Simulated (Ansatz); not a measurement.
HfS₂⁻ was relaxed with PBE-D4 (def2-TZVPD) in Ansatz in these states: charge -1 doublet, charge -1 quartet. The geometries follow in no particular order.

In the def2 sets Hf takes a core potential; there is no spin–orbit coupling.

A:

```xyz
3

Hf    0.7691   -0.2869   -0.5673
S    -0.8102    1.4058   -0.9317
S     0.0412   -1.1189    1.4990
```

B:

| atom | x (Å) | y (Å) | z (Å) |
| --- | --- | --- | --- |
| Hf1 | -0.5585 | -0.3065 | 0.4898 |
| S2 | -0.8995 | -0.1177 | -1.7585 |
| S3 | 1.4580 | 0.4242 | 1.2688 |

**Question.** Judge from the bond lengths which geometry belongs to which state (an estimate).

**Answer.** A is the charge -1 quartet (Hf1–S2 2.343 Å, Hf1–S3 2.343 Å); B is the charge -1 doublet (Hf1–S2 2.282 Å, Hf1–S3 2.282 Å).

At PBE-D4/def2-TZVPD the highest occupied level of the charge -1 quartet lies above zero (up to 1.11 eV). The electron is either unbound and held by the finite basis, or the level is raised by self-interaction error.
